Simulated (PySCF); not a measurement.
PySCF 2.14 output of a UHF calculation on a single atom or ion in x2c-SVPall (6s5p5d1f, 53 functions), with scalar relativity by spin-free X2C-1e:

```
SCF conv_tol = 1e-09
number electrons alpha = 21  beta = 18
cycle= 1 E= -3595.66729475996  delta_E= -0.00413  |g|= 0.0176  |ddm|= 0.0587
cycle= 2 E= -3595.66744052189  delta_E= -0.000146  |g|= 0.00347  |ddm|= 0.0112
cycle= 3 E= -3595.66744735663  delta_E= -6.83e-06  |g|= 0.000301  |ddm|= 0.00354
cycle= 4 E= -3595.66744747629  delta_E= -1.2e-07  |g|= 0.0001  |ddm|= 0.001
cycle= 5 E= -3595.667447489  delta_E= -1.27e-08  |g|= 1.16e-05  |ddm|= 0.000566
cycle= 6 E= -3595.66744748923  delta_E= -2.28e-10  |g|= 1.59e-06  |ddm|= 0.000139
converged SCF energy = -3595.66744748923  <S^2> = 3.7543624  2S+1 = 4.0021806
```

The run itself started from symmetry-adapted Hartree-Fock orbitals and held the occupation by maximum overlap, so the iterations belong to that start.

Problem. Which element, charge and spin multiplicity is this?

Solution. Zr⁺ (zirconium, charge +1), multiplicity 4; the state was [Kr] 4d2 5s1, high-spin 4F determinant.
